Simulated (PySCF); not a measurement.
## GeBr: a composite coupled-cluster calculation

State: ²Π, doublet, unpaired electrons π ↑. De refers to Ge + Br. ROHF-based CCSD(T) in PySCF 2.14 with Ge cc-pwCVDZ-PP with ECP10, Br aug-cc-pVDZ-PP with ECP10 and Ge cc-pwCVTZ-PP with ECP10, Br aug-cc-pVTZ-PP with ECP10 (frozen core orbitals: 13; scalar-relativistic core potentials). Correlation energies are extrapolated as n⁻³ (n = 2, 3), Hartree–Fock as (n+1)·exp(−9√n).

```csv
Level,Re (Å),ωe (cm⁻¹),ωexe (cm⁻¹),αe (cm⁻¹),De (eV)
CCSD(T)/DZ,2.3585,280.5,0.693,0.000293,3.244
CCSD(T)/TZ,2.3270,292.2,0.715,0.000295,3.455
HF/CBS,2.3457,286.0,0.694,0.000292,2.447
MP2/CBS,2.3049,301.6,0.707,0.000293,3.608
CCSD/CBS,2.3163,297.3,0.716,0.000294,3.366
CCSD(T)/CBS,2.3187,295.6,0.720,0.000295,3.526
```

Problem. How much is left between CCSD(T)/TZ and the basis-set limit, and how much do the triples give at the limit?

Solution. CCSD(T)/CBS less CCSD(T)/TZ: -8.3 mÅ in Re, +3.4 cm⁻¹ in ωe and +0.071 eV in De. CCSD(T)/CBS less CCSD/CBS: +2.4 mÅ in Re, -1.7 cm⁻¹ in ωe and +0.160 eV in De.

The T1 diagnostic is 0.018. The state was picked by a PBE0 search and need not be the measured ground state. Spin–orbit coupling, excitations beyond (T) and corrections to the Born–Oppenheimer picture are left out.

The whole job (state search and all basis sets along the bond) took about 26 min on 4 threads of Arm Neoverse V2 (shared host), peak memory 12 GiB.
